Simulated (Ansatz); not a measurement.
Consider the ligand exchange at the Si–S bond: `O[SiH2]S[Si](O)(O)O` + `N[SiH2]N` → `N[SiH2]N[SiH2]O` + `O[Si](O)(O)S`.

Program: Ansatz. Geometries: PBE0-D4/def2-TZVP. ΔE: electronic, gas phase. CCSD(T)/CBS adds triple-zeta CCSD(T) − MP2 to the extrapolated MP2 energy (def2 sets, frozen cores). This one scheme is used for every species. DFT in def2-TZVPP. One conformer a species, not always the lowest.

Question: Is it downhill or uphill in electronic energy at CCSD(T)/CBS, and by how much? (An estimate is asked.)

Answer: Ansatz gave: Uphill: ΔE = +3.7 kJ/mol.

Question: What do these levels give: r2SCAN-D4, PBE0-D4, ωB97X-V, B2PLYP, HF/def2-QZVPP, MP2/CBS(def2)? (An estimate is asked.)

Answer: Ansatz gave: r2SCAN-D4 11.6, PBE0-D4 12.8, ωB97X-V 5.2, B2PLYP -0.6, HF/def2-QZVPP -16.3, MP2/CBS(def2) 7.6 kJ/mol.

Largest T1 diagnostic among the species: 0.012.

In def2-TZVPP, CCSD(T) changes the Hartree–Fock value by +15.8 kJ/mol (the triples alone add +4.1 kJ/mol) and MP2 by +19.7 kJ/mol. The D4 term adds +9.2 kJ/mol with B3LYP and +4.8 kJ/mol with PBE0; it sums over pairs of atoms, weighted by their polarisabilities, and B3LYP, whose exchange is more repulsive, gets the larger term.

B3LYP here is the variant with VWN-RPA as its local correlation; programs differ in this.
